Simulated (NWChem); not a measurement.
Basis-set convergence for H5BFN

SMILES: BF.N
```xyz
8

B      0.1964    -0.6635     0.0000
H      0.6438    -1.1484     1.0368
H      0.6438    -1.1484    -1.0368
F     -1.1809    -0.4672     0.0000
N      0.7986     0.8804     0.0000
H      0.4747     1.3883    -0.8250
H      1.8189     0.8801     0.0000
H      0.4747     1.3883     0.8250
```
Charge 0, spin multiplicity 1.

All runs are NWChem calculations. Structure: optimised with PBE0/def2-SVP, a minimum by its harmonic frequencies.

Quantity: vertical ionisation energy at the level ΔMP2 (Δ: difference of total energies, the cation a doublet at the parent's geometry with its hole in an orbital of symmetry a" (Cs labels); it is the state that the SCF runs reached, from PBE0 orbitals for Hartree-Fock references, and need not be the lowest).

The correlated methods keep 3 core orbitals frozen. The Pople sets run with spherical d functions. The structure started from a generated list of species. The stability of the SCF solutions was not checked. Open-shell Hartree-Fock references start from PBE0 orbitals; any time given for them includes that run.

Relative cost: rough, from shared machines, SCF included, 6-31G* = 1.

| basis | functions | vertical ionisation energy (eV) | relative cost |
|---|---|---|---|
| 6-31G* | 52 | 9.94 | 1 |
| 6-31+G* | 64 | 10.22 | under 3 |
| pcseg-1 | 67 | 10.33 | under 3 |
| def2-SVP | 67 | 10.27 | under 3 |
| 6-311G** | 84 | 10.30 | under 3 |
| aug-pcseg-1 | 114 | 10.44 | 5 |
| def2-TZVPD | 159 | 10.51 | 10 |
| pcseg-2 | 160 | 10.55 | 10 |
| aug-cc-pVTZ | 253 | 10.58 | 300 |

Smallest basis within 0.2 eV of aug-cc-pVTZ, the largest set run: aug-pcseg-1, with 114 functions against 253 and about 2 % of the time (also within reach: def2-TZVPD, pcseg-2). aug-cc-pVTZ isn't the basis-set limit itself, and a small set can land close by cancellation.
